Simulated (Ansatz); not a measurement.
(1) Predict a relaxed structure of the cluster K2S⁺ (the lowest doublet isomer of a short search), charge 1, doublet, at PBE-D4/def2-TZVP (Ansatz).

Answers

(1) 
| atom | x (Å) | y (Å) | z (Å) |
| --- | --- | --- | --- |
| K1 | 0.550 | -0.740 | 2.814 |
| K2 | -0.550 | 0.746 | -2.812 |
| S3 | 0.000 | -0.007 | -0.002 |
Point group D∞h (tolerance 0.1 Å). This is one stationary point.

The structure comes from a short search, and lower isomers may exist.
